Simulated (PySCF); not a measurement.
Isomers of C3H6BrFO. Level of theory: PySCF, PBE0-D3(BJ)/def2-SVP geometry optimisation, gas phase. One conformer each; no zero-point energy, no entropy. No frequencies were run at this level. Point groups hold within 0.08 Å.

Problem. Rank from lowest to highest electronic energy at this level (kJ/mol).
A. `[OH:1][CH2:2][CH2:3][C@@H:4]([F:5])[Br:6]` with H–O1–C2–C3 71°, O1–C2–C3–C4 175°, C2–C3–C4–F5 -56°
B. `[CH3:1][C@@H:2]([OH:3])[C@@H:4]([F:5])[Br:6]` with C1–C2–O3–H 69°, C1–C2–C4–F5 171°
C. `[CH3:1][C@@H:2]([OH:3])[C@H:4]([F:5])[Br:6]` with C1–C2–O3–H 49°, C1–C2–C4–F5 -179°

Solution. B (0.0), C (9.4), A (17.1).

Neighbours under 10 kJ/mol apart (C[C@@H](O)[C@@H](F)Br and C[C@@H](O)[C@H](F)Br; C[C@@H](O)[C@H](F)Br and OCC[C@@H](F)Br) can change places with a better method, another conformer or zero-point energy. C[C@@H](O)[C@@H](F)Br and C[C@@H](O)[C@H](F)Br are stereoisomers, 9.4 kJ/mol apart in the conformers taken.

| SMILES | E (Eh) | E rel (kJ/mol) | dipole (D) | point group | A, B, C (MHz) |
| --- | --- | --- | --- | --- | --- |
| C[C@@H](O)[C@@H](F)Br | -2866.01111 | 0.0 | 2.29 | C1 | 3084, 1643, 1343 |
| C[C@@H](O)[C@H](F)Br | -2866.00753 | 9.4 | 2.77 | C1 | 3868, 1409, 1075 |
| OCC[C@@H](F)Br | -2866.00461 | 17.1 | 2.24 | C1 | 3769, 1165, 977.7 |

Problem. As an exercise, what shares would exp(−E/RT) give at 298.15 K from these electronic energies alone (no entropy, no degeneracies)?

Solution. RT = 2.479 kJ/mol: C[C@@H](O)[C@@H](F)Br 97.7 %, C[C@@H](O)[C@H](F)Br 2.2 %, OCC[C@@H](F)Br 0.1 %.
